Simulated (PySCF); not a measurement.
# Interval between two levels of Ba⁺ by level of theory

Ba⁺ [Xe] 6s1 [2S1/2, M_J = 1/2] → Ba⁺ [Xe] 6p1 [2P3/2, M_J = 3/2], as a difference of total energies. All numbers are calculated (PySCF 2.14, the two-component X2C-1e Hamiltonian, in x2c-TZVPall-2c with one added diffuse shell each of s, p, d type (12s12p10d1f, 105 functions)). Correlated levels: [Kr] 4d10 frozen; the 24 highest virtual spinors dropped. "Screened" scales the spin-orbit matrix elements by Boettger's factors to mimic the two-electron term; Breit and QED terms are absent.

```csv
method,interval between two levels (cm⁻¹)
GHF (screened spin-orbit),19750
GMP2 (screened spin-orbit),21741
```

Errors of the correlated levels include the incompleteness of this basis and the frozen core.

For comparison: 21952 cm⁻¹ (measured; NIST Handbook of Basic Atomic Spectroscopic Data (Sansonetti and Martin, J. Phys. Chem. Ref. Data 34, 1559 (2005))).
